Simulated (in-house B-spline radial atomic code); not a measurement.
# Al: [Ne] 3s1 3d1 4f1 (an excited or competing configuration)

All numbers are computed (Dirac-Hartree-Fock, average of configuration; Fermi nucleus of rms radius 3.061 fm) with a B-spline radial code for spherical atoms, not measured.

Effective charges: Z_r = [3n² - l(l+1)]/(2<r>) from the radius, Z_e = n√(-2ε) from the energy, and Slater's rules. Values are occupation-weighted means over j.

| shell | electrons | ε (eV) | <r> (bohr) | Z_r | Z_e | Slater |
| --- | --- | --- | --- | --- | --- | --- |
| 1s | 2 | -1607.8 | 0.1199 | 12.51 | 10.87 | 12.70 |
| 2s | 2 | -145.8 | 0.6181 | 9.71 | 6.55 | 8.85 |
| 2p | 6 | -99.314 | 0.5982 | 8.36 | 5.40 | 8.85 |
| 3s | 1 | -19.898 | 2.28 | 5.92 | 3.63 | 4.20 |
| 3d | 1 | -4.7893 | 4.657 | 2.25 | 1.78 | 2.00 |
| 4f | 1 | -0.86003 | 17.57 | 1.02 | 1.01 | 1.00 |

The least bound orbital is 4f7/2 at -0.86 eV, and it is also the most diffuse (<r> = 17.57 bohr).

Spin-orbit splittings of the orbital energies (j = l + 1/2 above j = l - 1/2 when positive): 2p 0.474 eV, 3d -9.993e-05 eV, 4f 1.492e-06 eV.

For the 1s electron the small component carries 0.212 % of the norm, the zero-frequency Breit interaction raises the level by 0.8821 eV, self-energy by 0.3685 eV, and vacuum polarisation lowers it by 0.02211 eV.
